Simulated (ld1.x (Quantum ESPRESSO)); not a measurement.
## lutetium, TM: configuration errors across variants

```json
{
  "Element": "Lu",
  "Generator": "ld1.x (Quantum ESPRESSO) 7.5",
  "Type": "norm-conserving Troullier–Martins (Kleinman–Bylander form)",
  "Functional": "PBE",
  "Relativity": "scalar-relativistic",
  "Frozen core": "[Xe] 4f14",
  "Valence charge": "3",
  "Reference configuration": "5d2 6s1 6p0",
  "Partial waves": "6s (bound): rc 2.40 bohr; 6p (bound, empty): rc 3.75 bohr; 5d (bound): rc 2.75 bohr",
  "Local potential": "the d channel",
  "Core correction": "none"
}
```

All-electron excitation energies from the reference (eV): (1) 5d1 6s2 6p0 -3.006; (2) 5d1 6s1 6p0 4.359; (3) 5d1 6s0 6p0 17.638; (4) 5d2 6s0 6p0 6.886; (5) 5d1.5 6s1.5 6p0 -1.525.

Tests that are not counted but printed errors over 1 eV. “base”: 5d0 6s2 6p1 (solver errors, printed error -1.8 eV); 5d1 6s0 6p2 (solver errors, printed error -17.8 eV). “wave 6s (bound): rc 2.40 bohr becomes 6s (bound): rc 2.12 bohr”: 5d0 6s2 6p1 (solver errors, printed error -1.7 eV); 5d1 6s0 6p2 (solver errors, printed error -17.8 eV). “wave 6s (bound): rc 2.40 bohr becomes 6s (bound): rc 2.42 bohr”: 5d0 6s2 6p1 (solver errors, printed error -1.8 eV); 5d1 6s0 6p2 (solver errors, printed error -17.8 eV). “wave 6s (bound): rc 2.40 bohr becomes 6s (bound): rc 2.70 bohr”: 5d0 6s2 6p1 (solver errors, printed error -17.6 eV); 5d1 6s0 6p2 (solver errors, printed error -17.8 eV). “wave 6s (bound): rc 2.40 bohr becomes 6s (bound): rc 3.02 bohr”: 5d1 6s0 6p2 (solver errors, printed error -17.8 eV).

1 further variants failed, have other tests or too few solved ones, and are left out.

A true bound ghost makes a file unfit for plane-wave use even where its test errors are small: the radial tests pick states by their node count and pass the ghost by. Where a test does run into it, the solver fails or the error is huge.

Errors AE − PS in meV (a dash: test not solved or not reliable):

| change | (1) | (2) | (3) | (4) | (5) | bound ghosts |
| --- | --- | --- | --- | --- | --- | --- |
| base | +49 | +15 | +180 | +59 | +12 | s |
| wave 6s (bound): rc 2.40 bohr becomes 6s (bound): rc 2.12 bohr | +81 | +13 | +188 | +89 | +20 | s |
| wave 6s (bound): rc 2.40 bohr becomes 6s (bound): rc 2.42 bohr | +49 | +15 | +180 | +59 | +12 | s |
| wave 6s (bound): rc 2.40 bohr becomes 6s (bound): rc 2.70 bohr | +47 | +15 | +184 | +57 | +11 | s |
| wave 6s (bound): rc 2.40 bohr becomes 6s (bound): rc 3.02 bohr | +46 | +15 | +185 | +57 | +11 | s |
| wave 6s (bound): rc 2.40 bohr becomes 6s (bound): rc 3.22 bohr | +47 | +15 | +182 | +56 | +11 | s |
| wave 6s (bound): rc 2.40 bohr becomes 6s (bound): rc 3.54 bohr | +47 | +16 | +171 | +54 | +11 | s |

Question: Give the same row for: wave 6s (bound): rc 2.40 bohr becomes 6s (bound): rc 1.82 bohr.

Answer: +114, +15, +237, +170, +29; bound ghosts: s. Not counted: 5d0 6s2 6p1 (solver errors, printed error -22.0 eV); 5d1 6s0 6p2 (solver errors, printed error -17.8 eV).
